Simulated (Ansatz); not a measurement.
H2InOS (`[OH][In][SH]`) radical, charge 0, multiplicity 2.

(1) Give a relaxed structure at PBE0-D4/def2-TZVP (Ansatz). (An estimate is asked.)

Results:

(1) Ansatz gave: 
```xyz
5

O     0.178    1.472    0.042
In    0.858   -0.307    0.671
S    -0.464   -2.141   -0.216
H     0.670    2.230    0.368
H    -1.243   -1.255   -0.865
```
Point group Cs.
